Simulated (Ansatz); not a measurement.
Al2ClH5Si2 (`[Cl][AlH][Al]1[SiH2][SiH2]1`) at its PBE0-D4/def2-TZVP geometry, where that method's forces vanish. Total charge 0; spin multiplicity 1.

```xyz
10

Cl   -0.8623    4.0770    1.2065
Al   -1.2167    2.1029    1.8598
Al   -0.2288    0.2855    0.3495
Si   -0.2391   -1.0263   -1.6979
Si    1.4684   -1.3753   -0.1666
H    -2.0449    1.9431    3.2005
H    -1.0915   -2.0572   -2.3496
H     0.2363   -0.0197   -2.6959
H     2.9318   -1.4293   -0.4304
H     1.0468   -2.5008    0.7241
```

Q: What forces (eV/Å) does r2SCAN-D4/def2-TZVPP give on these atoms in Ansatz? (Best estimate.)

A: Ansatz gave: 
```
Cl1  0.006  0.035 -0.013
Al2 -0.018 -0.036  0.031
Al3 -0.023  0.033  0.033
Si4  0.032 -0.021 -0.014
Si5 -0.001 -0.029 -0.030
H6   0.015 -0.001 -0.023
H7   0.001  0.008 -0.002
H8  -0.011 -0.003  0.013
H9  -0.006 -0.004  0.004
H10  0.005  0.020  0.001
```
